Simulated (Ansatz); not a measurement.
Born–Oppenheimer molecular dynamics of AlH$_{9}$N$_{2}$Si (13 atoms, charge 0, multiplicity 1). It starts from a rough guess of a transition structure, not a stationary point.

All numbers below come from Ansatz, UKS PBE-D4/6-31G*.

| Quantity | Value |
| --- | --- |
| ensemble | NVE (velocity Verlet) |
| time step | 0.5 fs |
| steps asked | 150 |
| starting velocities drawn for | 100 K |
| seed | 998803 |

First frame:

```xyz
13
Properties=species:S:1:pos:R:3
Al 0.202 0.551 0.323
H 1.264 -1.134 0.575
N 1.260 1.695 -0.526
N -0.455 0.890 1.936
H 0.473 -1.117 -0.004
Si -0.986 -1.378 -1.161
H 1.618 1.569 -1.464
H 1.709 2.505 -0.117
H -1.027 0.257 2.482
H -0.328 1.744 2.463
H -2.183 -1.025 -1.945
H -0.104 -2.001 -2.179
H -1.443 -2.556 -0.384
```

Task: How far do the bonds stretch over the last three quarters of this one trajectory? (Pairs bonded in most of those frames.)

Result: 
```
   bond  mean (Å)  spread (Å)  shortest  longest
 Al1–N3     1.802       0.041      1.74     1.86
 Al1–N4     1.801       0.034      1.75     1.85
Al1–Si6     2.407       0.099      2.32     2.66
  H2–H5     0.774       0.077      0.65     0.88
  N3–H7     1.019       0.004      1.01     1.03
  N3–H8     1.021       0.007      1.01     1.03
  N4–H9     1.020       0.012      1.00     1.04
 N4–H10     1.023       0.024      0.99     1.06
Si6–H11     1.515       0.030      1.46     1.56
Si6–H12     1.509       0.026      1.47     1.55
Si6–H13     1.510       0.022      1.47     1.54
```

Mean temperature of the second half: 958 K. The conserved energy stayed within 0.5 meV per atom of its start (net change -0.11 meV per atom), so the integration is sound. The kinetic energy rose, since the run started high on the potential surface and went downhill. It ends in pieces (AlH7N2Si + H2), so much of that is their flight and rotation, not heat. A run of 0.075 ps of so small a system gives no equilibrium averages. The orbitals were unrestricted but ended closed-shell.

The run took 12 min on 2 threads of Arm Neoverse N1, on a shared host, peak memory 0.17 GiB.
